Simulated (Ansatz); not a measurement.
A structure relaxed at r2SCAN-D4/def2-SVP in Ansatz, charge 0, singlet:

```xyz
24

B     2.144   -0.479    0.330
B    -1.625   -0.210    1.501
B    -0.581   -1.511   -1.523
B     0.061    2.200   -0.308
P     1.284   -1.632   -0.981
P    -1.809   -1.413   -0.017
P     1.810    1.413    0.020
P    -1.284    1.633    0.979
H     3.345   -0.673    0.290
H     1.649   -0.748    1.408
H    -2.653   -0.246    2.152
H    -0.649   -0.582    2.123
H    -0.857   -2.492   -2.187
H    -0.698   -0.467   -2.136
H    -0.305    1.795   -1.395
H     0.164    3.411   -0.255
H     1.581   -2.953   -0.558
H     2.020   -1.621   -2.194
H    -1.979   -2.701    0.554
H    -3.093   -1.263   -0.602
H     2.448    2.079    1.097
H     2.627    1.882   -1.041
H    -1.113    2.334    2.200
H    -2.488    2.245    0.544
```

(1) Give its formula and point group.

(2) Summarise the bond lengths by kind (pairs closer than 1.2 times the sum of covalent radii, bridged metal pairs left out).

Answers

(1) B4P4H16, a cluster cut from zinc blende BP (hydrogen-capped). Point group D2d (tolerance 0.1 Å).

(2) 8 × B–P 1.95 Å; 8 × H–P 1.42 Å; 8 × B–H 1.22 Å.
